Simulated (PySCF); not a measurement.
HgF₄, SMILES [F][Hg]([F])([F])[F].

Coordinates come from a B3LYP-D3(BJ)/def2-SVP optimisation. The def2 effective core potentials stand for the cores of Hg; spin–orbit coupling is left out.

Level of theory: PySCF with TDA-M06-2X/def2-SVPD.

Vertical excitations; the highest root listed may be one member of a degenerate set. Isolated molecule, no solvent. State labels are in the subgroup D2h.

| state | symmetry | energy (eV) | λ (nm) | f | main pairs |
|---|---|---|---|---|---|
| S1 | B1g | 3.07 | 403 | 0.000 | HOMO−2→LUMO 97 % |
| S2 | B2g | 3.23 | 383 | 0.000 | HOMO−1→LUMO (degenerate set) |
| S3 | B3g | 3.23 | 383 | 0.000 | HOMO→LUMO (degenerate set) |
| S4 | B1g | 3.40 | 364 | 0.000 | HOMO−3→LUMO 98 % |
| S5 | B1u | 3.95 | 314 | 0.000 | HOMO−6→LUMO 98 % |
| S6 | B2u | 4.07 | 305 | 0.006 | HOMO−8→LUMO, HOMO−5→LUMO (degenerate set) |
| S7 | B3u | 4.07 | 305 | 0.006 | HOMO−7→LUMO, HOMO−4→LUMO (degenerate set) |
| S8 | B1u | 4.47 | 277 | 0.000 | HOMO−9→LUMO 98 % |
| S9 | Ag | 5.99 | 207 | 0.000 | HOMO−10→LUMO 85 % |
| S10 | B2u | 6.86 | 181 | 0.571 | HOMO−8→LUMO 44 %, HOMO−5→LUMO 43 % |
| T1 | B1g | 2.66 | 467 | 0 | HOMO−2→LUMO 97 % |
| T2 | B2g | 2.74 | 452 | 0 | HOMO−1→LUMO (degenerate set) |
| T3 | B3g | 2.74 | 452 | 0 | HOMO→LUMO (degenerate set) |
| T4 | B3u | 2.91 | 426 | 0 | HOMO−4→LUMO 95 % |
Triplets are in the Tamm–Dancoff approximation.
